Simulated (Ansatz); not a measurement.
Molecule: CH$_{5}$BO$_{3}$, charge 0, multiplicity 1. 
Coordinates optimised at B3LYP-D3(BJ)/def2-TZVP (Ansatz, a quantum-chemistry and plane-wave program):
```xyz
10

C      1.5112    -0.2567     1.1330
O      0.8895     0.3703     0.0153
B     -0.4006     0.0815    -0.3171
O     -0.9788     0.6980    -1.3984
O     -1.1250    -0.8187     0.4185
H      0.9774    -0.0274     2.0570
H      2.5273     0.1286     1.1975
H      1.5420    -1.3404     1.0063
H     -0.3778     1.3077    -1.8373
H     -2.0185    -0.9328     0.0809
```

Wanted: vertical ionisation energy (to the doublet state of charge +1; each state is the SCF solution reached for its spin), in eV. Cores are frozen in the correlated levels unless marked. UHF or UKS for open shells. Spin-orbit coupling is left out. Non-relativistic. Basis-set limits of correlation are two-point, X^-3; Hartree-Fock from the larger set. [CCSD(T)-MP2]/basis is that difference in the basis named.

| level | program | vertical ionisation energy (eV) |
|---|---|---|
| PBE/def2-TZVPD | Ansatz | 10.41 |
| BHLYP/def2-TZVPD | Ansatz | 10.99 |
| CCSD/aug-cc-pVTZ | Ansatz | ? |
| RI-MP2/CBS(aug-cc-pVTZ,aug-cc-pVQZ)+[CCSD(T)-MP2]/aug-cc-pVTZ | Ansatz | ? |

Problem. Fill in the missing entries.

Solution. 
- CCSD/aug-cc-pVTZ, vertical ionisation energy (eV): 11.21
- RI-MP2/CBS(aug-cc-pVTZ,aug-cc-pVQZ)+[CCSD(T)-MP2]/aug-cc-pVTZ, vertical ionisation energy (eV): 11.34
